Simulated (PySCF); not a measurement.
## Telling isomers of C₇H₇N₃ apart by NMR

- geometry: GFN2-xTB
- shielding tensors at PBE0/pcSseg-1 (GIAO)
- run in PySCF 2.14
- a single conformation, isolated molecule, non-relativistic, one averaged value for each set of equivalent atoms

Referencing at the same level of theory: 1H (31.72 ppm), 13C (186.93 ppm) vs TMS. Where no couplings were computed, multiplicities follow the n + 1 count of equivalent neighbours, and m marks all less simple cases (inequivalent or close neighbours, rings, F or P nearby). Shifts are as computed. Against solution values, carbons near 30 ppm lie about +3 ppm off and those near 130 ppm about +5 ppm. Of 1211 compounds with measured shifts, 218 miss one by over three times the rms of a fit or turn the order of signals round; such compounds aren't used in these exercises.

(1) Tabulate the signals of `Cc1cccc2cnnn12`, `C#Cc1cnn(CC=C)n1`, `C=CCn1ccc(C#N)n1` and their relative energies.

(2) What is the quickest way to tell Cc1cccc2cnnn12 from C=CCn1ccc(C#N)n1?

(3) What is the quickest way to tell C#Cc1cnn(CC=C)n1 from C=CCn1ccc(C#N)n1?

(4) What is the quickest way to tell Cc1cccc2cnnn12 from C#Cc1cnn(CC=C)n1?

## Answers

(1) 
```json
{"SMILES": "Cc1cccc2cnnn12", "carbon types": "2×C 4×CH 1×CH3", "δC": "141.0, 140.9, 129.5, 129.3, 121.0, 117.6, 20.9", "δH": "8.26 (m, 1H), 7.92 (d, 1H), 7.40 (m, 1H), 7.00 (d, 1H), 3.08 (s, 3H)", "E rel. (kcal/mol)": "0.0"}
{"SMILES": "C#Cc1cnn(CC=C)n1", "carbon types": "2×C 3×CH 2×CH2", "δC": "144.7, 143.6, 135.9, 125.6, 91.3, 79.1, 61.1", "δH": "7.75 (s, 1H), 6.44 (m, 1H), 5.69 (m, 1H), 5.53 (m, 1H), 5.04 (d, 2H), 2.91 (s, 1H)", "E rel. (kcal/mol)": "62.4"}
{"SMILES": "C=CCn1ccc(C#N)n1", "carbon types": "2×C 3×CH 2×CH2", "δC": "145.0, 133.6, 130.0, 124.6, 121.9, 119.4, 60.0", "δH": "7.39 (m, 1H), 6.89 (m, 1H), 6.33 (m, 1H), 5.64 (m, 1H), 5.48 (m, 1H), 4.80 (d, 2H)", "E rel. (kcal/mol)": "21.4"}
```

Energies are electronic energies at PBE0/pcSseg-1 on these geometries, without zero-point or thermal terms, each for the one conformer computed, which needn't be the lowest.

(2) Both give the same number of carbon signals, but DEPT or the intensities differ. The first has a methyl carbon on an aromatic ring (CH3) at 20.9 ppm, the second a terminal =CH2 carbon at 124.6 ppm. Their most deshielded carbons lie at 141.0 and 145.0 ppm. In the proton spectra the most deshielded non-exchanging signals are 8.26 (m, 1H) and 7.39 (m, 1H).

(3) Both give the same number of carbon signals, with the same numbers of each carbon type, so the positions decide. The first has an alkyne carbon (C) at 79.1 ppm, the second an aromatic CH at 121.9 ppm. Their most deshielded carbons lie at 144.7 and 145.0 ppm.

(4) Both give the same number of carbon signals, but DEPT or the intensities differ. The first has a methyl carbon on an aromatic ring (CH3) at 20.9 ppm, the second a terminal =CH2 carbon at 125.6 ppm. Their most deshielded carbons lie at 141.0 and 144.7 ppm. In the proton spectra the most deshielded non-exchanging signals are 8.26 (m, 1H) and 7.75 (s, 1H).
